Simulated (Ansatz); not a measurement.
Geometry optimisation, RKS PBE0-D4/def2-SVP (Ansatz).

input.yaml

```yaml
crystal:
  periodic: [false, false, false]
  atoms:
    - { symbol: I, position_ang: [-1.972503, 0.941679, 1.911376] }
    - { symbol: C, position_ang: [0.372515, -0.177816, -0.360967] }
    - { symbol: F, position_ang: [1.297978, -0.622194, -1.257402] }
    - { symbol: H, position_ang: [-0.466591, -0.887619, -0.266362] }
    - { symbol: H, position_ang: [-0.046737, 0.795316, -0.66776] }
    - { symbol: H, position_ang: [0.815239, -0.049366, 0.641215] }
total_charge: -1
basis:
  gaussian: { orbitals: def2-SVP }
hamiltonian:
  xc: pbe0
  dispersion: d4
relax:
  f_tol: 0.03
  max_steps: 50
```

Command:

```bash
$ ansatz run input.yaml --threads 1 --pin off --max-ram 2048MiB --backend cpu --events-out ev --progress --plain --runs-dir out
```

Q: Where does it end, and by what steps?

A: The run converged. Limits of this set-up: an anion without diffuse functions, the dipole of an ion depends on the origin. After 3 steps the energy has fallen by 0.026 eV; I1 moved furthest, 0.17 Å.

```
step  energy less start (eV)  largest force component (eV/Å)  accepted
   0                  0.0000                           0.561       yes
   1                 -0.0175                           0.308       yes
   2                 -0.0256                           0.051       yes
   3                 -0.0262                           0.003       yes
```

```xyz
6
Properties=species:S:1:pos:R:3
I -2.088 0.998 2.023
C 0.387 -0.185 -0.375
F 1.327 -0.635 -1.285
H -0.443 -0.902 -0.291
H -0.024 0.785 -0.692
H 0.841 -0.062 0.620
```

The run took 13 s on 1 thread of Arm Neoverse V1, with other jobs on the host, peak memory 0.24 GiB.
